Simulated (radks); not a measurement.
The numbers below are computed, except where a source is named.
Valence configurations of Nb III (all share [Kr]). Level of theory: non-relativistic Kohn-Sham, BLYP, spin-polarised, spherical densities, point nucleus; open shells are filled with parallel spins first (spin-orbit coupling, left out, can overturn this in heavy ions); relativity is left out, which matters for an element this heavy (a radial shooting solver on a logarithmic mesh with Libxc functionals). Energies are relative to 4d3; eigenvalues in eV for spin up.

valence          E (eV)  moment (Bohr magnetons)    e(4d)    e(5p)    e(5s)
4d3               0.000                        3  -20.022        -        -
4d2.5 5s0.5       1.692                        3  -21.407        -  -17.736
4d2 5s1           3.678                        3  -22.809        -  -18.531
4d2.5 5p0.5       4.016                        3  -21.842  -13.382        -
4d2 5s0.5 5p0.5   6.075                        3  -23.236  -14.012  -18.808
4d2 5p1           8.475                        3  -23.656  -14.271        -
4d1 5s2           9.559                        1  -25.532        -  -19.551
4d1.5 5s0.5 5p1  10.926                        3  -25.057  -14.870  -19.830
4d1 5s1 5p1      13.705                        3  -26.466  -15.457  -20.574
5s2 5p1          21.556                        1        -  -16.240  -21.593

NIST lists [Kr] 4d3 as the ground configuration; this level of theory agrees among the configurations tried. The energies are those of spherical high-spin densities, not of single terms. Relativity is left out, which favours d and f over s occupation in heavy atoms.
